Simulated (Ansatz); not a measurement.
Basis sets compared for the cluster Sc₂N₂. The state is a singlet with charge 0. Geometry r2SCAN-D4/def2-SVP. Ansatz on 4 threads of Arm Neoverse V2 on a shared host; times are rough, and most runs start from earlier orbitals.

```tsv
atom	x (Å)	y (Å)	z (Å)
Sc1	-0.3455	0.4498	-1.2246
Sc2	0.3455	-0.4498	1.2247
N3	-0.9613	0.6954	0.5266
N4	0.9613	-0.6955	-0.5266
```

The 6-31G sets use Cartesian d functions. The structure comes from a short search, and lower isomers may exist.

Binding counts from free atoms (Sc doublet, N quartet) in the same basis, without a counterpoise term.

| level | functions | energy (Eh) | HOMO (eV) | LUMO (eV) | binding per atom (eV) | wall time |
| --- | --- | --- | --- | --- | --- | --- |
| HF/STO-3G | 46 | -1611.6169 | -3.33 | 2.92 | – | 0.2 s |
| HF/6-31G | 76 | -1628.2161 | -6.36 | 0.05 | 0.66 | 0.5 s |
| PBE-D4/def2-SVP | 90 | -1630.1121 | -3.21 | -1.84 | 4.24 | 0.95 s |
| PBE-D4/def2-TZVP | 152 | -1630.4386 | -3.56 | -2.08 | – | 1.4 s |
| r2SCAN-D4/def2-TZVP | 152 | -1630.8601 | -3.59 | -1.63 | – | 3.3 s |
| PBE0-D4/def2-SVP | 90 | -1630.1376 | -4.16 | -1.20 | 3.67 | 1.2 s |
| PBE0-D4/def2-TZVP | 152 | -1630.4622 | -4.49 | -1.44 | 3.66 | 2.2 s |

Problem. Estimate the rows for PBE-D4/def2-TZVPD, r2SCAN-D4/def2-TZVPD, PBE0-D4/def2-TZVPD.

Solution. 
| level | functions | energy (Eh) | HOMO (eV) | LUMO (eV) | binding per atom (eV) | wall time |
| --- | --- | --- | --- | --- | --- | --- |
| PBE-D4/def2-TZVPD | 170 | -1630.4420 | -3.72 | -2.17 | – | 1.7 s |
| r2SCAN-D4/def2-TZVPD | 170 | -1630.8630 | -3.74 | -1.71 | – | 4.1 s |
| PBE0-D4/def2-TZVPD | 170 | -1630.4654 | -4.61 | -1.53 | 3.68 | 2.3 s |
